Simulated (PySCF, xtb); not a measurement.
C₂H₅BeCl, SMILES [Be]([CH2]C)[Cl]. Other conformers were not sampled.

Harmonic wavenumbers (cm⁻¹) from xtb 6.7.1 with GFN2-xTB at its own minimum, in rising order: 72, 119, 248, 288, 423, 563, 940, 970, 1022, 1048, 1244, 1276, 1420, 1503, 1516, 1518, 2926, 2957, 2996, 3034, 3041.

Problem. What does TPSSh-D3(BJ)/def2-SVP (PySCF) give at its own minimum? (Estimate from the structure and the level; the computed values follow.)

Solution. 104, 151, 279, 362, 470, 615, 924, 955, 992, 1106, 1247, 1266, 1406, 1429, 1494, 1504, 2987, 3019, 3025, 3093, 3102. Paired by order, the mean absolute difference is 38 cm⁻¹ and the zero-point energies are 41.6 and 42.2 kcal/mol.
